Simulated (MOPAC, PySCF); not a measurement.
Isomers of C2H2N2O. Isolated molecules, 0 K electronic values unless said otherwise. One relaxed conformer stands for each flexible species; it need not be the lowest. Strings in code marks are SMILES.

Quantity: electronic energy of isomers of C2H2N2O relative to `N#CNC=O`, in eV. Semi-empirical values (MOPAC) are differences of heats of formation.

Level 1: PBE/6-31G* // PBE-D3(BJ)/def2-TZVP (PySCF)
Level 2: frozen-core MP2/6-31G* // PBE-D3(BJ)/def2-TZVP (PySCF)
Level 3: HF/3-21G // PBE-D3(BJ)/def2-TZVP (PySCF)
Level 4: PM6 // PBE-D3(BJ)/def2-TZVP (MOPAC)

```tsv
species	level 2	level 3	level 4
`[H]/N=C/OC#N`	1.03	1.23	1.35
`N#C/N=C/O`	0.278	0.56	0.427
`N=C=NC=O`	0.419	0.83	0.320
`N#C/N=C\O`	0.293	0.70	0.412
```

Q: What does level 1 give for each, and how far do the other levels lie from it on average?

A: 
- `[H]/N=C/OC#N`: 0.99
- `N#C/N=C/O`: 0.170
- `N=C=NC=O`: 0.019
- `N#C/N=C\O`: 0.178
Mean absolute difference from level 1, which has limits of its own, over these rows (drawn at random from the members that have all these levels): level 2 0.164 eV, level 3 0.49 eV, level 4 0.288 eV.
